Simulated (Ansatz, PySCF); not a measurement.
C2H10OSi3, SMILES [SiH3][C@H]1O[SiH2]C[SiH2]1.

The structure is a stationary point at PBE0-D3(BJ)/def2-SVP. The structure was generated by enumeration; whether it is a known compound was not checked. The values are those of a single conformer.

Vertical ionisation energy (IE) and electron affinity (EA) in eV. Rows of orbital energies are one-electron estimates. Where ΔSCF, EOM or ADC give a negative EA the extra electron is unbound and the value depends on the basis.

| level | IE | EA |
|---|---|---|
| −ε(HOMO), −ε(LUMO), PBE0/def2-TZVP (PySCF) | 7.33 | -0.04 |
| −ε(HOMO), −ε(LUMO), PBE/def2-TZVP (PySCF) | 6.01 | 0.81 |
| ΔSCF, CAM-B3LYP/def2-SVPD (Ansatz), final states of multiplicity 2 and 2 | ? | ? |
| ΔSCF, PBE/def2-SVPD (Ansatz), final states of multiplicity 2 and 2 | 8.83 | -1.01 |

Q: What belongs in the gaps? (Estimate from the structure and the level; the computed values follow.)

A: 
- ΔSCF, CAM-B3LYP/def2-SVPD (Ansatz, an electronic-structure program), final states of multiplicity 2 and 2, IE: 9.28
- ΔSCF, CAM-B3LYP/def2-SVPD (Ansatz), final states of multiplicity 2 and 2, EA: -1.45

Q: What vertical singlet–triplet gap does ΔSCF give with CAM-B3LYP/def2-SVPD (Ansatz) and with PBE/def2-SVPD (Ansatz)? (Estimate from the structure and the level; the computed values follow.)

A: 6.19 and 5.31 eV (triplet above singlet where positive).
